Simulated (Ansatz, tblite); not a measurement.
Cost and result up the ladder for the cluster Be2Se2 (the lowest singlet isomer of a short search) (4 atoms). Total charge 0; singlet. Geometry: r2SCAN-D4/def2-TZVP.

| atom | x (Å) | y (Å) | z (Å) |
| --- | --- | --- | --- |
| Be1 | 0.273 | -0.475 | -0.839 |
| Be2 | -0.273 | 0.475 | 0.839 |
| Se3 | 1.674 | -0.171 | 0.641 |
| Se4 | -1.674 | 0.171 | -0.641 |

Ansatz on 4 threads of Arm Neoverse V2 on a shared host; xTB runs through tblite on one thread. Times are rough, summed over both states, and most runs start from the orbitals of an earlier one. CCSD(T)/def2-TZVPP serves as the yardstick here, not as an exact answer. Differences are given only for rows in sets of like size (and for xTB, whose basis is part of the method), since another set adds its own error. The other state is a triplet at its own geometry.

The xTB rows come from tblite. Correlated methods freeze 18 core orbitals; core or outer-core shells of Se are correlated, in sets that lack core-valence functions. In CCSD on the charge 0 triplet the largest single amplitude is 0.35, so its Hartree–Fock determinant may place the open shell otherwise than the density functionals do. At PBE0-D4/def2-TZVP a singlet of charge 0 lies 2.12 eV below the triplet, each at its own geometry. The structure comes from a short search, and lower isomers may exist.

Correlated methods converge slowly with the basis.

xTB has no spin-polarisation term.

| level | functions | wall time | triplet − singlet (eV) | difference from CCSD(T)/def2-TZVPP (eV) |
| --- | --- | --- | --- | --- |
| GFN1-xTB | 26 | 0.004 s | 1.39 | -0.93 |
| GFN2-xTB | 26 | 0.007 s | 2.53 | 0.22 |
| HF/STO-3G | 46 | 0.65 s | 2.05 | – |
| LDA (SPW92)/def2-TZVP | 134 | 1.5 s | 2.06 | -0.25 |
| PBE-D4/def2-TZVP | 134 | 2.8 s | 1.88 | -0.44 |
| HF/def2-TZVP | 134 | 3.8 s | 2.24 | -0.07 |
| MP2/def2-TZVP | 134 | 4.1 s | 2.70 | 0.39 |
| RPA@PBE/def2-TZVP | 134 | 4.2 s | 1.88 | -0.43 |
| PBE0-D4/def2-TZVP (with forces) | 134 | 4.8 s | 2.12 | -0.19 |
| r2SCAN-D4/def2-TZVP | 134 | 6.9 s | 1.96 | -0.35 |
| r2SCANh-D4/def2-TZVP | 134 | 7.2 s | 2.04 | -0.28 |
| B2PLYP/def2-TZVP | 134 | 7.9 s | 2.25 | -0.06 |
| r2SCAN0-D4/def2-TZVP | 134 | 8.4 s | 2.14 | -0.17 |
| CCSD(T)/def2-TZVPP | 134 | 19 s | 2.31 | 0.00 |
